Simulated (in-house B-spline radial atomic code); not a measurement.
Radial electron density of F⁶⁺, [He] 2s1. Level of theory: non-relativistic M06-2X, spin-polarised, spherical fractional occupations, point nucleus; calculated with a radial B-spline atomic code at the basis-set limit.

Columns: r (bohr), 4πr²n(r) (electrons per bohr), bar.

```
  0.0064   0.2073 #
 0.00745   0.2757 #
 0.00866   0.3645 ##
  0.0101   0.4831 ##
  0.0117   0.6299 ###
  0.0136   0.8226 ####
  0.0159    1.079 #####
  0.0184    1.381 ######
  0.0215    1.783 ########
   0.025    2.264 ##########
   0.029    2.834 #############
  0.0338    3.529 ################
  0.0393     4.32 ####################
  0.0457    5.204 ########################
  0.0532     6.16 ############################
  0.0618    7.122 #################################
  0.0719    8.044 #####################################
  0.0837    8.831 #########################################
  0.0973    9.369 ###########################################
   0.113    9.556 ############################################
   0.132    9.305 ###########################################
   0.153    8.633 ########################################
   0.178    7.542 ###################################
   0.207    6.145 ############################
   0.241    4.622 #####################
    0.28    3.261 ###############
   0.326    2.217 ##########
   0.379    1.597 #######
   0.441    1.373 ######
   0.513    1.407 ######
   0.597     1.49 #######
   0.695    1.467 #######
   0.808    1.278 ######
    0.94   0.9523 ####
    1.09   0.6006 ###
    1.27   0.3053 #
    1.48   0.1233 #
    1.72  0.03933 
       2 0.009434 
    2.33 0.001587 
    2.71 0.0001755
```

On this grid the curve has 2 maxima, near 0.113, 0.597 bohr.

The 2s up radial function P(r) = rR(r), positive near the nucleus:

```
r (bohr)         P
 0.00222   0.03458
 0.00301   0.04655
 0.00407   0.06234
  0.0055   0.08317
 0.00745    0.1107
  0.0101    0.1465
  0.0136     0.191
  0.0184    0.2472
   0.025    0.3157
  0.0338    0.3923
  0.0457     0.472
  0.0618    0.5421
  0.0837     0.581
   0.113    0.5564
   0.153    0.4291
   0.207    0.1673
    0.28   -0.2319
   0.379   -0.6988
   0.513    -1.092
   0.695    -1.204
    0.94   -0.9756
    1.27   -0.5525
    1.72   -0.1983
    2.33  -0.03984
```
